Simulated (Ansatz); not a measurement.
`O=CB(O)[SiH3]`. Charge 0, multiplicity 1.

```tsv
atom	x (Å)	y (Å)	z (Å)
O1	0.7847	0.2061	-2.5293
C2	-0.0298	-0.0534	-1.6699
B3	0.4240	0.1436	-0.1197
O4	1.6824	0.5887	-0.0146
Si5	-0.7255	-0.2180	1.5055
H6	-1.0360	-0.4097	-1.9741
H7	2.0538	0.6978	-0.9101
H8	-1.2234	-1.6228	1.4591
H9	-1.9232	0.6697	1.4655
H10	-0.0071	-0.0020	2.7877
```

(1) Give the diagnostics of a CCSD(T)/def2-TZVPP run (frozen core, Ansatz). (Estimate.)

Results:

(1) Computed: T1 = 0.0163, largest single amplitude 0.050, largest double 0.048, (T) share of the correlation energy 3.9 %, 10 CCSD cycles. The RHF solution is stable towards an unrestricted one. T1 lies under the customary mark of 0.02 for closed shells.
